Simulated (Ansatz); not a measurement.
Compare A (`CO[SiH](C)S`) with its isomer B (`OCSC[SiH3]`).

Program: Ansatz. Geometries: PBE0-D4/def2-TZVP. ΔE: electronic, gas phase. CBS: MP2 limit from def2 TZ/QZ plus the TZ coupled-cluster correction, frozen cores. Functionals use def2-TZVPP. B3LYP here is the variant with VWN-RPA as its local correlation; programs differ in this. Each species was taken in one conformer, which may not be the lowest.

A:

Z-matrix (Å, degrees):
```
C
O 1 1.408
H 1 1.095 2 111.1
H 1 1.097 2 111.5 3 121.5
H 1 1.091 2 108.3 3 -119.3
Si 2 1.640 1 123.7 3 -63.3
S 6 2.147 2 112.5 1 57.5
C 6 1.850 2 106.7 1 176.3
H 6 1.489 2 109.2 1 -60.4
H 7 1.342 6 94.4 2 -88.7
H 8 1.092 6 110.7 2 174.2
H 8 1.092 6 110.2 2 53.8
H 8 1.092 6 110.5 2 -65.7
```

B:

Z-matrix (Å, degrees):
```
C
S 1 1.804
O 1 1.399 2 114.3
H 1 1.096 2 104.6 3 -123.8
H 1 1.091 2 110.0 3 119.7
C 2 1.813 1 99.5 3 -64.5
H 3 0.963 1 108.0 2 -54.8
Si 6 1.880 2 111.1 1 -83.3
H 6 1.093 2 106.6 1 156.7
H 6 1.092 2 108.6 1 41.6
H 8 1.485 6 109.2 2 -64.3
H 8 1.486 6 110.0 2 55.4
H 8 1.490 6 110.9 2 175.4
```

**Question.** Which isomer does CCSD(T)/CBS put lower? Give the gap. (An estimate is asked.)

**Answer.** The calculation gave: A, by 59.7 kcal/mol.

**Question.** Give E(B) − E(A) in kcal/mol with PBE-D4, B2PLYP, CCSD/def2-TZVPP, CCSD(T)/def2-TZVPP, r2SCAN-D4, B3LYP-D4, ωB97M-V. (Estimate.)

**Answer.** Ansatz gave: PBE-D4 55.7, B2PLYP 60.5, CCSD/def2-TZVPP 60.7, CCSD(T)/def2-TZVPP 59.6, r2SCAN-D4 60.3, B3LYP-D4 59.6, ωB97M-V 59.9. None reverses the order clearly.

Largest T1 diagnostic: 0.011.

In def2-TZVPP, CCSD(T) changes the Hartree–Fock value by −4.5 kcal/mol (the triples alone add −1.0 kcal/mol) and MP2 by −3.4 kcal/mol. From PBE to PBE0 (25 % exact exchange), in def2-TZVPP and without D4, E(B) − E(A) moves by +2.2 kcal/mol.
